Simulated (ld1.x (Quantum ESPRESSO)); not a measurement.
# Pseudopotential generation for Al (Z = 13): ultrasoft, LDA (PZ), non-relativistic.

Input for ld1.x (Quantum ESPRESSO) 7.5:

```
&input
   title='Al', zed=13., rel=0, dft='PZ', iswitch=3,
   config='[Ne] 3s2 3p0',
   nld=2, rlderiv=3.00, eminld=-3.0, emaxld=5.0, deld=0.02
 /
 &inputp
   pseudotype=3, tm=.true., lloc=-2, rcloc=2.30,
   nlcc=.false.,
   which_augfun='PSQ', rmatch_augfun=1.30,
   file_pseudopw='Al.UPF', file_wfcaegen='ae.wfc', file_wfcncgen='nc.wfc', file_beta='beta', file_chi='chi', file_wfcusgen='us.wfc'
 /
4
3S  1  0   2.00   0.00  1.60  1.90  0.0
3S  1  0   0.00   0.30  1.60  1.90  0.0
3P  2  1   0.00   0.00  2.55  2.75  0.0
3P  2  1   0.00   0.05  2.55  2.75  0.0
 &test
   configts(1)='3s2 3p0'
 /
```

Command:

```bash
ld1.x < Al.in > Al.out
```

The program printed (shortened: banner, matrices, multipoles, cross overlaps and the repeated all-electron block are left out):

```
Program LD1 v.7.5
     --------------------------- All-electron run ----------------------------

     Al

     atomic number is 13.00
     dft =PZ   lsd =0 sic =0 latt =0  beta=0.20 tr2=1.0E-14
     Exchange-correlation= PZ
                           (   1   1   0   0   0   0   0)
     mesh =1135 r(mesh) = 100.48924 a.u. xmin = -7.00 dx = 0.01250
     1 Ry =  13.60569312 eV

     n l     nl                  e(Ry)          e(Ha)          e(eV)
     1 0     1S 1( 2.00)      -110.9387       -55.4694     -1509.3981
     2 0     2S 1( 2.00)        -8.4833        -4.2416      -115.4208
     2 1     2P 1( 6.00)        -5.7426        -2.8713       -78.1316
     3 0     3S 1( 2.00)        -1.0949        -0.5474       -14.8969
     3 1     3P 1( 0.00)        -0.6739        -0.3369        -9.1682

     final scf error:  3.4E-15 reached in  15 iterations

     Etot =    -482.187564 Ry,    -241.093782 Ha,   -6560.496029 eV

     Ekin =     480.932613 Ry,     240.466307 Ha,    6543.421546 eV
     Encl =   -1146.402884 Ry,    -573.201442 Ha,  -15597.605842 eV
     Eh   =     217.778836 Ry,     108.889418 Ha,    2963.032005 eV
     Exc  =     -34.496128 Ry,     -17.248064 Ha,    -469.343738 eV

     normalization and overlap integrals

     s(1S/1S) =  1.000000  <r> =   0.1210  <r2> =    0.0197  r(max) =   0.0789
     s(2S/2S) =  1.000000  <r> =   0.6306  <r2> =    0.4771  r(max) =   0.5016
     s(2P/2P) =  1.000000  <r> =   0.6044  <r2> =    0.4649  r(max) =   0.4264
     s(3S/3S) =  1.000000  <r> =   2.3719  <r2> =    6.4942  r(max) =   2.0088
     s(3P/3P) =  1.000000  <r> =   2.8813  <r2> =    9.6915  r(max) =   2.3930

     ------------------------ End of All-electron run ------------------------

     --------------------- Generating US pseudopotential ---------------------

      Generating local potential from pseudized AE potential:
      Matching radius rcloc =   2.3000
      Enforcing V''(0)=0 (lloc=-2)

      Local pseudo, rcloc= 2.305 Estimated cut-off energy=     5.53 Ry
      Wfc-us  3S rcutus= 1.887  Estimated cut-off energy=    12.23 Ry
      Wfc-us  3S rcutus= 1.887  Estimated cut-off energy=    14.59 Ry
      Wfc-us  3P rcutus= 2.746  Estimated cut-off energy=    10.16 Ry
      Wfc-us  3P rcutus= 2.746  Estimated cut-off energy=    12.49 Ry

     Q pseudized with Bessel functions
     Expected ecutrho=     140.1870 due to l1=  1   l2=  1

     ------------------- End of pseudopotential generation -------------------

     Computing logarithmic derivative in   3.01566
     Computing logarithmic derivative in   3.01566
     Computing the partial wave expansion
     R is outside the sphere for l=    0 j= 0.00
     R is outside the sphere for l=    0 j= 0.00
     R is outside the sphere for l=    1 j= 0.00
     R is outside the sphere for l=    1 j= 0.00

     ---------------------- Testing the pseudopotential ----------------------

     Al

     atomic number is 13.00   valence charge is  3.00
     dft =PZ   lsd =0 sic =0 latt =0  beta=0.20 tr2=1.0E-14
     mesh =1135 r(mesh) = 100.48924 xmin = -7.00 dx = 0.01250

     n l     nl             e AE (Ry)        e PS (Ry)    De AE-PS (Ry)
     1 0     3S   1( 2.00)       -1.09490       -1.09490        0.00000
     2 1     3P   1( 0.00)       -0.67385       -0.67385        0.00000

     eps = 2.7E-28  iter =  1

     Etot =    -482.187564 Ry,    -241.093782 Ha,   -6560.496029 eV
     Etotps =    -3.462059 Ry,      -1.731029 Ha,     -47.103708 eV

     Ekin =       0.813123 Ry,       0.406561 Ha,      11.063102 eV
     Encl =      -5.403176 Ry,      -2.701588 Ha,     -73.513958 eV
     Ehrt =       1.520608 Ry,       0.760304 Ha,      20.688929 eV
     Ecxc =      -0.823116 Ry,      -0.411558 Ha,     -11.199062 eV
     Epseu=       0.430502 Ry,       0.215251 Ha,       5.857281 eV

     ---------------------- End of pseudopotential test ----------------------
```

Generation and configuration tests took about 0.91 s on one core of a shared server CPU.

Transferability test of the new file with ld1.x, input:

```
&input
   title='Al', zed=13., rel=0, dft='PZ', iswitch=2,
   config='[Ne] 3s2 3p0'
 /
 &test
   file_pseudo='Al.UPF', nconf=10,
   configts(1)='3s2 3p0',
   configts(2)='3s2 3p1',
   configts(3)='3s1 3p0',
   configts(4)='3s2 3p0.5',
   configts(5)='3s2 3p1.3',
   configts(6)='3s0 3p3',
   configts(7)='3s1 3p1',
   configts(8)='3s1 3p2',
   configts(9)='3s2 3p1', lsdts(9)=1,
   configts(10)='3s1 3p0', lsdts(10)=1
 /
```

```bash
ld1.x < Al.test.in > Al.test.out
```

Pseudopotential blocks of its output, shortened (energy terms left out):

```
     ---------------------- Testing the pseudopotential ----------------------

     n l     nl             e AE (Ry)        e PS (Ry)    De AE-PS (Ry)
     1 0     3S   1( 2.00)       -1.09490       -1.09490        0.00000
     2 1     3P   1( 0.00)       -0.67385       -0.67385        0.00000

     eps = 7.0E-25  iter =  1

     Etot =    -482.187564 Ry,    -241.093782 Ha,   -6560.496029 eV
     Etotps =    -3.462059 Ry,      -1.731029 Ha,     -47.103708 eV

     ---------------------- End of pseudopotential test ----------------------

          ---------------------- Testing the pseudopotential ----------------------

     n l     nl             e AE (Ry)        e PS (Ry)    De AE-PS (Ry)
     1 0     3S   1( 2.00)       -0.57419       -0.57462        0.00043
     2 1     3P   1( 1.00)       -0.20554       -0.20570        0.00016

     eps = 3.2E-16  iter =  7

     Etot =    -482.618011 Ry,    -241.309006 Ha,   -6566.352557 eV
     Etotps =    -3.892698 Ry,      -1.946349 Ha,     -52.962851 eV
     dEtot_ae =      -0.430447 Ry
     dEtot_ps =      -0.430639 Ry,   Delta E=       0.000192 Ry

     ---------------------- End of pseudopotential test ----------------------

          ---------------------- Testing the pseudopotential ----------------------

     n l     nl             e AE (Ry)        e PS (Ry)    De AE-PS (Ry)
     1 0     3S   1( 1.00)       -1.75601       -1.74502       -0.01100  !
     2 1     3P   1( 0.00)       -1.27866       -1.27178       -0.00688  !

     eps = 2.2E-15  iter =  6

     Etot =    -480.765908 Ry,    -240.382954 Ha,   -6541.153407 eV
     Etotps =    -2.044383 Ry,      -1.022191 Ha,     -27.815242 eV
     dEtot_ae =       1.421657 Ry
     dEtot_ps =       1.417676 Ry,   Delta E=       0.003980 Ry

     ---------------------- End of pseudopotential test ----------------------

          ---------------------- Testing the pseudopotential ----------------------

     n l     nl             e AE (Ry)        e PS (Ry)    De AE-PS (Ry)
     1 0     3S   1( 2.00)       -0.82019       -0.82065        0.00046
     2 1     3P   1( 0.50)       -0.42585       -0.42609        0.00025

     eps = 1.1E-15  iter =  7

     Etot =    -482.461497 Ry,    -241.230749 Ha,   -6564.223077 eV
     Etotps =    -3.736076 Ry,      -1.868038 Ha,     -50.831898 eV
     dEtot_ae =      -0.273933 Ry
     dEtot_ps =      -0.274017 Ry,   Delta E=       0.000084 Ry

     ---------------------- End of pseudopotential test ----------------------

          ---------------------- Testing the pseudopotential ----------------------

     n l     nl             e AE (Ry)        e PS (Ry)    De AE-PS (Ry)
     1 0     3S   1( 2.00)       -0.44527       -0.44559        0.00032
     2 1     3P   1( 1.30)       -0.09101       -0.09108        0.00007

     eps = 1.8E-16  iter =  9

     Etot =    -482.662100 Ry,    -241.331050 Ha,   -6566.952418 eV
     Etotps =    -3.936821 Ry,      -1.968410 Ha,     -53.563174 eV
     dEtot_ae =      -0.474536 Ry
     dEtot_ps =      -0.474762 Ry,   Delta E=       0.000226 Ry

     ---------------------- End of pseudopotential test ----------------------

          ---------------------- Testing the pseudopotential ----------------------

     n l     nl             e AE (Ry)        e PS (Ry)    De AE-PS (Ry)
     1 0     3S   1( 0.00)       -0.68674       -0.68323       -0.00351
     2 1     3P   1( 3.00)       -0.28995       -0.28961       -0.00034

     eps = 3.4E-15  iter =  7

     Etot =    -481.851027 Ry,    -240.925513 Ha,   -6555.917200 eV
     Etotps =    -3.128165 Ry,      -1.564082 Ha,     -42.560847 eV
     dEtot_ae =       0.336538 Ry
     dEtot_ps =       0.333894 Ry,   Delta E=       0.002644 Ry

     ---------------------- End of pseudopotential test ----------------------

          ---------------------- Testing the pseudopotential ----------------------

     n l     nl             e AE (Ry)        e PS (Ry)    De AE-PS (Ry)
     1 0     3S   1( 1.00)       -1.15298       -1.15023       -0.00274
     2 1     3P   1( 1.00)       -0.72417       -0.72323       -0.00094

     eps = 1.2E-15  iter =  7

     Etot =    -481.762717 Ry,    -240.881358 Ha,   -6554.715681 eV
     Etotps =    -3.038058 Ry,      -1.519029 Ha,     -41.334883 eV
     dEtot_ae =       0.424848 Ry
     dEtot_ps =       0.424001 Ry,   Delta E=       0.000847 Ry

     ---------------------- End of pseudopotential test ----------------------

          ---------------------- Testing the pseudopotential ----------------------

     n l     nl             e AE (Ry)        e PS (Ry)    De AE-PS (Ry)
     1 0     3S   1( 1.00)       -0.63480       -0.63373       -0.00107
     2 1     3P   1( 2.00)       -0.25092       -0.25097        0.00005

     eps = 2.8E-16  iter =  9

     Etot =    -482.241535 Ry,    -241.120767 Ha,   -6561.230331 eV
     Etotps =    -3.516600 Ry,      -1.758300 Ha,     -47.845781 eV
     dEtot_ae =      -0.053970 Ry
     dEtot_ps =      -0.054541 Ry,   Delta E=       0.000571 Ry

     ---------------------- End of pseudopotential test ----------------------

          ---------------------- Testing the pseudopotential ----------------------

     n l     nl             e AE (Ry)        e PS (Ry)    De AE-PS (Ry)
     1 0     3S   1( 1.00)       -0.59118       -0.59352        0.00233
     2 1     3P   1( 1.00)       -0.22116       -0.22201        0.00085
     1 0     3S   2( 1.00)       -0.54707       -0.54416       -0.00291
     2 1     3P   2( 0.00)       -0.18067       -0.17923       -0.00144

     eps = 9.6E-15  iter =  8

     Etot =    -482.627988 Ry,    -241.313994 Ha,   -6566.488304 eV
     Etotps =    -3.903257 Ry,      -1.951629 Ha,     -53.106522 eV
     dEtot_ae =      -0.440424 Ry
     dEtot_ps =      -0.441199 Ry,   Delta E=       0.000775 Ry

     ---------------------- End of pseudopotential test ----------------------

          ---------------------- Testing the pseudopotential ----------------------

     n l     nl             e AE (Ry)        e PS (Ry)    De AE-PS (Ry)
     1 0     3S   1( 1.00)       -1.80309       -1.80321        0.00012
     2 1     3P   1( 0.00)       -1.32057       -1.32054       -0.00003
     1 0     3S   2( 0.00)       -1.65069       -1.53470       -0.11599  !
     2 1     3P   2( 0.00)       -1.17885       -1.09795       -0.08090  !

     eps = 5.6E-15  iter =  6

     Etot =    -480.797269 Ry,    -240.398634 Ha,   -6541.580090 eV
     Etotps =    -2.086800 Ry,      -1.043400 Ha,     -28.392358 eV
     dEtot_ae =       1.390296 Ry
     dEtot_ps =       1.375259 Ry,   Delta E=       0.015037 Ry

     ---------------------- End of pseudopotential test ----------------------
```
